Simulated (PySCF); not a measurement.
A structure optimised at B3LYP-D3(BJ)/def2-SVP, used in a PySCF frequency run:

```xyz
11

Al     0.6970     0.0103     0.4353
C     -0.2176    -1.7196     0.1699
C     -0.5857    -1.1284    -1.1434
C      0.2793    -0.8567    -2.1532
H     -1.0719    -1.9948     0.7972
H      0.5220    -2.5310     0.1050
H     -1.6009    -0.7192    -1.2264
H      1.3060    -1.2378    -2.1527
H     -0.0426    -0.3003    -3.0361
Cl    -0.4275     1.6891     1.0846
H      2.2376     0.1617     0.1756
```

Problem. Write its SMILES and formula.

Solution. C=C[CH2][AlH][Cl], C3H6AlCl

Problem. What are its rotational constants (standard atomic weights)?

Solution. 5.9440, 1.7307, 1.6374 GHz
